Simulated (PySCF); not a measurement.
Curvature of the energy in the electron number along the second row, charge +2

Calculated with PySCF 2.14, in def2-TZVPPD, non-relativistic: one orbital is emptied in steps, and each cell gives the departure of E from the straight line at half an electron, in eV (from a cubic fit). The exact functional gives zero.

| species | orbital | LDA | PBE | PBE0 | BHandHLYP | LC-wPBE | UHF |
| --- | --- | --- | --- | --- | --- | --- | --- |
| B²⁺ | 2s alpha | -1.28 | -1.34 | -0.99 | -0.76 | -0.26 | 0.00 |
| C²⁺ | 2s beta | -1.64 | -1.64 | -1.21 | -0.87 | -0.45 | 0.07 |
| N²⁺ | 2p alpha | -2.33 | -2.30 | -1.68 | -1.07 | -0.97 | 0.18 |
| O²⁺ | 2p alpha | -2.62 | -2.55 | -1.84 | -1.14 | -1.19 | 0.28 |
| F²⁺ | 2p alpha | -2.92 | -2.82 | -2.02 | -1.22 | -1.44 | 0.39 |
| Ne²⁺ | 2p beta | -2.88 | -2.82 | -1.98 | -1.19 | -1.41 | 0.54 |

Question: How does the mean departure depend on the functional?

Answer: LDA -2.28 eV; PBE -2.25 eV; PBE0 -1.62 eV; BHandHLYP -1.04 eV; LC-wPBE -0.95 eV; UHF 0.24 eV. Semilocal functionals are convex (delocalisation error), Hartree-Fock is concave or straight, and exact exchange removes curvature roughly in proportion to its share, so among the functionals the range-separated hybrids usually come closest to zero.
